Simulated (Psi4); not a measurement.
O₃W, singlet, geometry from GFN2-xTB (such geometries of metal compounds can be far from the true shape) (core potentials on W). Base run: HF/def2-SVP (Psi4).

The Psi4 input:
```
memory 2 GB

molecule {
0 1
W     0.00000000   -0.00000000    0.00000000
O     1.55326011   -0.32437699   -0.69267094
O    -0.50238238   -0.83765245    1.42953865
O    -1.05087773    1.16202943   -0.73686771
}

set {
  basis def2-svp
}

energy('scf')
print_variables()
```

The base run was repeated with changes; each row names its change, and settings that it needs were set with it.

```
change                           ΔE vs base (µEh)  SCF cycles  basis functions        outcome
-------------------------------  ----------------  ----------  ---------------  -------------
base                                          0.0          11               74      converged
damping_percentage = 50                         -           -               74  not converged
e_convergence = 1e-8                          0.0          12               74      converged
level_shift = 1.0                             0.0          12               74      converged
guess = sadno                                 0.0          13               74      converged
scf_type = out_of_core                       -210          11               74      converged
scf_initial_accelerator = ediis               0.0          11               74      converged
scf_type = dfdirj+cosx                       -324          12               74      converged
soscf = true                                  0.0           8               74      converged
damping_percentage = 20                      -5.1          17               74      converged
basis_guess = sto-3g                            -           -                -  input refused
puream = true                                 0.0          11               74      converged
scf_type = pk                                -210          11               74      converged
```

- basis_guess = sto-3g: ended with `psi4.driver.qcdb.exceptions.BasisSetNotFound: BasisSet::construct: Unable to find a basis set for atom 1 for key BASIS among:`
